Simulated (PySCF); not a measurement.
## How methods differ on the ionisation energy of In

In [Kr] 4d10 5s2 5p1 (2P) → In⁺ [Kr] 4d10 5s2 (1S), as a difference of total energies. All numbers are calculated (PySCF 2.14, a scalar-relativistic core potential, in cc-pVTZ-PP with ECP28MDF (5s4p3d1f, 39 functions)). Correlated levels: valence: 4s2 4p6 4d10 frozen. The calculations carry no spin-orbit coupling.

Order these methods by the ionisation energy they give, lowest first.
A. MP2 (valence)
B. LDA
C. UHF
D. CCSD (valence)

C (5.213 eV), A (5.394 eV), D (5.451 eV), B (5.711 eV).

Errors of the correlated levels include the incompleteness of this basis and the frozen core.

For comparison: 5.603 eV (measured; NIST levels, between the centres of gravity of the two terms).
